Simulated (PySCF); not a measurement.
## Ions at one geometry of [PbI2]2+

PySCF 2.14.0, RKS PBE0, Pb def2-SVP with ECP60, I def2-SVP with ECP28; non-relativistic Hamiltonian with scalar-relativistic core potentials where named; density fitting; no spin-orbit coupling; singlets restricted, open shells unrestricted. The geometry is relaxed for charge +2, singlet, vacuum:

```xyz
3

Pb    0.0000    0.0000    0.1305
I     2.6420    0.0000    0.1282
I    -2.6420    0.0000    0.1282
```

Energies count from the relaxed state; an electron taken off or put on is at rest in vacuum. Charges and spins are Mulliken's.

```csv
state,energy (eV),spin squared,charge on Pb1 (e),spin on Pb1 (e),dipole about the centre of mass (D)
"charge +2, singlet, vacuum",0.00,0.00,0.99,0.00,0.00
"charge +1, doublet, vacuum",-13.60,0.76,0.79,0.10,0.00
```

Problem. What does the state charge +3, doublet, vacuum give?

Solution. energy (eV) 20.08, spin squared 0.78, charge on Pb1 (e) 1.13, spin on Pb1 (e) -0.13, dipole about the centre of mass (D) 0.00.

With an electron taken off (doublet) the charges change, summed by element, by Pb +0.14 e, I +0.86 e. The vertical ionisation energy is 20.08 eV, against −ε(HOMO) = 18.18 eV of the relaxed state. The level lies 1.9 eV too high, as is usual for semilocal functionals and global hybrids, which keep a self-interaction error.

With an electron put on (doublet) the charges change, summed by element, by Pb -0.20 e, I -0.80 e. The vertical electron affinity is 13.60 eV, against −ε(LUMO) = 15.50 eV of the relaxed state.

Open shells may have lower solutions than those found.
